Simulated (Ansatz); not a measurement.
AgO, multiplicity 2 (lowest of 2S+1 = 2, 4 at CCSD(T)/def2-TZVPP on PBE0 minima; our sources give no spin for the ground state, which may be another), most abundant isotopes (106.9051 and 15.9949 u). Constants from fifth-degree fits in 1/R to seven points on the lowest solution found; no spin–orbit coupling, no relativity up to Kr; ω_e x_e and α_e move by some per cent with the fit.

Correlated levels freeze the inner cores; with def2 sets outer-core shells near the valence are correlated too. CBS: X⁻³ extrapolation of the correlation energy, Hartree–Fock from the larger set.

The values were computed with Ansatz (Gaussian orbitals). Values without a source in brackets are computed. In def2 rows elements past Kr take small-core potentials, without spin–orbit coupling.

| level | r_e (Å) | ω_e (cm⁻¹) | ω_e x_e (cm⁻¹) | α_e (cm⁻¹) |
|---|---|---|---|---|
| PBE/def2-TZVPP | 1.9656 | 490.3 | 3.27 | 0.00297 |
| CCSD(T)/CBS(def2-TZVPP, def2-QZVPP) | 2.0008 | 494.6 | 2.63 | 0.00228 |

### Question
Derive the rotational constants, the centrifugal constant, the fundamental, the zero-point energy and the force constant.

### Answer

μ = 13.91324 u.
- PBE/def2-TZVPP: B_e = 16.8576/(μ r_e²) = 0.31359 cm⁻¹; B₀ = B_e − α_e/2 = 0.31211 cm⁻¹; D = 4B_e³/ω_e² = 5.13e-07 cm⁻¹; fundamental ω_e − 2ω_e x_e = 484 cm⁻¹; zero-point energy ω_e/2 − ω_e x_e/4 = 244 cm⁻¹; k = μ(2πcω_e)² = 197 N/m
- CCSD(T)/CBS(def2-TZVPP, def2-QZVPP): B_e = 16.8576/(μ r_e²) = 0.30268 cm⁻¹; B₀ = B_e − α_e/2 = 0.30154 cm⁻¹; D = 4B_e³/ω_e² = 4.53e-07 cm⁻¹; fundamental ω_e − 2ω_e x_e = 489 cm⁻¹; zero-point energy ω_e/2 − ω_e x_e/4 = 247 cm⁻¹; k = μ(2πcω_e)² = 201 N/m

Ansatz is an electronic-structure program.
